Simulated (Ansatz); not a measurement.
Program: Ansatz. Geometries: PBE0-D4/def2-TZVP. ΔE: electronic, gas phase. CBS: MP2 limit from def2 TZ/QZ plus the TZ coupled-cluster correction, frozen cores. Double bonds are as drawn, so ΔE can hold a change between cis and trans. DFT in def2-TZVPP. B3LYP here is the variant with VWN-RPA as its local correlation; programs differ in this. Each species was taken in one conformer, which may not be the lowest.

`B[SiH2]C=O` + `CC(=O)/C=C\O` → `B[SiH2]/C=C/O` + `CC(=O)C=O`  (formal exchange of groups at the Si–C bond)

`B[SiH2]C=O`:

```xyz
9

B    -1.042    0.816    1.024
Si   -0.271    0.099   -0.683
C     1.366   -0.841   -0.264
O     2.453   -0.478   -0.628
H    -1.082    0.108    1.988
H    -1.475    1.924    1.127
H    -0.001    1.079   -1.763
H    -1.222   -0.949   -1.166
H     1.273   -1.759    0.366
```

`CC(=O)/C=C\O`:

Cartesian coordinates in Å:
```
C 0.756 1.641 0.529
C 0.434 0.195 0.300
O 1.154 -0.687 0.791
C -0.717 -0.142 -0.494
C -1.014 -1.451 -0.706
O -0.311 -2.443 -0.228
H 1.645 1.730 1.150
H 0.920 2.144 -0.427
H -0.087 2.141 1.014
H -1.343 0.629 -0.920
H -1.873 -1.760 -1.298
H 0.437 -1.998 0.289
```

`B[SiH2]/C=C/O`:

```xyz
12

B    -0.478    0.853   -0.646
Si    0.953    1.435    0.578
C     0.746   -0.335    0.066
C    -0.394   -1.069    0.233
O    -0.609   -2.178   -0.497
H    -0.462    0.818   -1.837
H    -1.524    0.944   -0.066
H     0.646    1.730    1.998
H     2.302    1.896    0.181
H     1.401   -0.691   -0.726
H    -1.086   -0.893    1.048
H    -1.496   -2.511   -0.333
```

`CC(=O)C=O`:

Cartesian coordinates in Å:
```
C 0.955 0.601 -0.296
C 0.165 -0.572 0.179
O 0.626 -1.638 0.499
C -1.352 -0.403 0.266
O -1.919 0.612 -0.022
H 0.614 0.898 -1.291
H 2.015 0.356 -0.312
H 0.770 1.459 0.356
H -1.874 -1.314 0.622
```

```csv
level,ΔE (kJ/mol)
B3LYP-D4,44.4
ωB97M-V,20.0
```

What does CCSD(T)/CBS give? (Estimate.)

The calculation gave: +24.4 kJ/mol. The listed levels differ from it by 20.0, -4.4 kJ/mol.

Largest T1 diagnostic among the species: 0.017.

In def2-TZVPP, CCSD(T) changes the Hartree–Fock value by −50.1 kJ/mol (the triples alone add −5.4 kJ/mol) and MP2 by −64.5 kJ/mol. From PBE to PBE0 (25 % exact exchange), in def2-TZVPP and without D4, ΔE moves by −4.5 kJ/mol.
